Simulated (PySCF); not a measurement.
**IrS₃, quartet: computed properties**

These are results of UPBE0/[Ir def2-SVP with ECP60, S def2-SVP], scalar-relativistic core potentials, density fitting, no spin–orbit coupling, PySCF, not measurements.

The structure is a minimum.

Coordinates in bohr (charge 0 multiplicity 4):
```
Ir    0.0000    0.0000   -0.2918
S     3.9169    0.0001    0.5798
S    -1.9585    3.3921    0.5798
S    -1.9584   -3.3922    0.5798
```

```
Point group                                                                   : C3v
Bond lengths                                                                  : Ir–S 2.123 Å (×3)
Bond angles                                                                   : S–Ir–S 115.4° (×3)
Atomisation energy without zero-point energy                                  : 1073 kJ/mol
Lowest empty level (β)                                                        : -5.28 eV
Highest occupied level (α)                                                    : -7.27 eV
Heat capacity Cp at 298.15 K                                                  : 73.5 J/(mol K)
Entropy at 298.15 K and 1 bar (electronic part: spin only)                    : 343.5 J/(mol K)
Principal quadrupole moments (Buckingham, traceless) about the centre of mass : -0.97, -0.97, 1.95 D Å
Enthalpy at 298.15 K above 0 K                                                : 16.93 kJ/mol
Rotational symmetry number                                                    : 3
Spin squared ⟨S²⟩                                                             : 3.766
Principal polarisabilities                                                    : 46.3, 111.0, 111.0 bohr³
Dipole moment                                                                 : 0.89 D
Zero-point energy                                                             : 11.2 kJ/mol
Rotational constants                                                          : 0.07674, 0.07674, 0.04091 cm⁻¹
```

Harmonic modes (masses in u: Ir 192.963, S 31.972):
```csv
symmetry,ω (cm⁻¹),"IR (km/mol, summed over degenerate members)"
a1,130,0.1
e,155,1.3
e,465,18.4
a1,504,0.0
```

In C3v the vibrations span 2a1 + 2e.

Charges (e):
| atom | Mulliken | Löwdin | polar tensor | spin (Mulliken) | Mayer order to Ir1 |
| --- | --- | --- | --- | --- | --- |
| Ir1 | 0.28 | -0.68 | 0.37 | 0.97 | – |
| S2,3,4 | -0.09 | 0.23 | -0.12 | 0.68 | 1.55 |
Other Mayer orders above 0.3: S–S 0.32 (×3).

Mulliken populations on Ir1 (electrons outside its core potential): s 2.72, p 6.37, d 7.60, f 0.04.

Formally Ir is in oxidation state +6, d3, with 3 unpaired electrons (the high-spin count). The Mulliken spin on Ir is 0.97, so most of the spin sits on the ligands and the formal count fails. The polar-tensor charge on Ir, 0.37, is far below the formal one.

Other isomers or separated fragments may lie lower. Open d and f shells are described by one determinant, and the ground state may have another occupation or spin. With an element this heavy the missing spin–orbit coupling can shift these numbers.

The final relaxation and frequency run took 55 s on 4 threads of a shared Arm Neoverse V1 host, with 86 basis functions and 10 gradients; the process peaked at 1.1 GiB.
